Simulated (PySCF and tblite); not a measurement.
The numbers below are computed, except where a source is named.
System: C₉H₁₀Si, numbered as in [SiH3:1][C@H:2]1[CH:3]=[CH:4][c:5]2[cH:6][cH:7][cH:8][cH:9][c:10]21.

Level: BP86/pcSseg-1 + D3(BJ), IEF-PCM chloroform on GFN2-xTB stationary points, with GFN2-xTB thermal terms. Rate constants are transition-state-theory values, counting equivalent paths, without tunnelling. Run with tblite and PySCF.

DFT energies on a tight-binding saddle of a bond shift can be off by several kcal/mol.

**Question.** How high is the barrier to the shift of Si1 from C2 to C3, through which structure does it pass, and what rate follows at 298 K?

**Answer.** The electronic barrier is 21.6 kcal/mol and ΔG‡(298 K) 21.7 kcal/mol, over a C1 saddle with an imaginary mode of 196i cm⁻¹ (GFN2-xTB). With 1 equivalent path, k is 0.00079 s⁻¹, a mean lifetime of the start of 21 min against this motion. The end lies 16.6 kcal/mol above the start in free energy.
